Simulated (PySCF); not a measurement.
Species: SiMe2(SiMe3)2, C₈H₂₄Si₃.
InChI=1S/C8H24Si3/c1-9(2,3)11(7,8)10(4,5)6/h1-8H3

The calculation used PySCF 2.14.0, PBE0-D3(BJ)/def2-SVP geometry optimisation, gas phase.

Masses are those of the commonest isotopes; rigid-rotor values at the optimised geometry. 

(1) Give the principal moments of inertia and the rotational constants in MHz.

(2) Classify the top.

(3) Is it planar, by Δ = Ic − Ia − Ib?

(4) Give the other two planar moments, Paa and Pbb, and the rms extents of the mass along the axes.

Results:

(1) Ia = 574.65, Ib = 1068.43, Ic = 1161.75 u·Å²; 505379 MHz·u·Å²/I gives A = 879.4, B = 473.0, C = 435.0 MHz.

(2) An asymmetric top; Ray's κ = -0.829.

(3) Not planar: Δ = Ic − Ia − Ib = -481.34 u·Å². For a rigid frame Δ = −2 Σ m c², so Σ m c² = 240.67 u·Å² lies off the ab plane: 69.46 from hydrogen and 171.22 from heavier atoms. The atom farthest from that plane is 2.48 Å away.

(4) Paa = Σ m a² = (Ib + Ic − Ia)/2 = 827.76 and Pbb = Σ m b² = (Ia + Ic − Ib)/2 = 333.98 u·Å². With the mass M = 204.12 u, the rms extents √(P/M) along a, b and c are 2.01, 1.28, 1.09 Å.

The dipole components are |μa| = 0.01 D, |μb| = 0.02 D, |μc| = 0.00 D.

Whether it is a minimum is left open (no frequencies). No vibrational averaging or centrifugal distortion is included, and the geometry carries the error of its method. A rigid rotor knows nothing of internal rotation, which can split or shift real lines.
